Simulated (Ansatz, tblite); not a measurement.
Removing and adding an electron: the cluster CuCl2. The state is a doublet with charge 0. Geometry: PBE0-D4/def2-TZVP. Ansatz, gas phase; energy differences of separate SCF runs; the oxidised species is a triplet (the singlet lies 1.01 eV higher at PBE0-D4/def2-TZVP); the reduced species is a singlet (the triplet lies 4.40 eV higher at PBE0-D4/def2-TZVPD).

```xyz
3

Cu    0.000    0.000    0.000
Cl   -0.713   -0.357    1.899
Cl    0.713    0.357   -1.899
```

The xTB rows come from tblite. Correlated methods freeze 19 core orbitals. HOMO above LUMO, or a gap near zero within one spin, warns that the state may not be the lowest or that an electron is smeared out. The structure comes from a short search, and lower isomers may exist.

```csv
level,−HOMO (eV),vertical IE (eV),−LUMO (eV),vertical EA (eV),HOMO–LUMO gap (eV),IE − EA (eV),remarks
GFN1-xTB,–,14.79,–,9.30,–,5.49,–
GFN2-xTB,–,15.07,–,8.69,–,6.38,–
HF/def2-TZVPD,–,–,–,1.72,–,–,–
PBE-D4/def2-TZVP,7.07,10.40,7.07,–,0.00,–,gap within one spin near zero (doublet)
PBE-D4/def2-TZVPD,7.16,–,7.15,3.89,0.01,–,gap within one spin near zero (doublet)
r2SCAN-D4/def2-TZVP,7.44,10.61,7.10,–,0.34,–,–
r2SCAN-D4/def2-TZVPD,7.49,–,7.15,3.93,0.34,–,–
PBE0-D4/def2-TZVP,8.85,10.94,6.18,–,2.67,–,–
PBE0-D4/def2-TZVPD,8.91,–,6.23,4.13,2.68,–,–
MP2/def2-TZVPD,–,–,–,5.43,–,–,–
CCSD/def2-TZVPD,–,–,–,4.03,–,–,–
CCSD(T)/def2-TZVPD,–,–,–,4.27,–,–,–
```

   HOMO and LUMO are the levels of the spin that leaves or enters (xTB has no such levels and no spin-polarisation term). Other spin states of the ions may lie lower, which would lower the ionisation energy or raise the affinity. Raw xTB energy differences between charge states are shifted by several eV; the methods need an empirical correction for them.
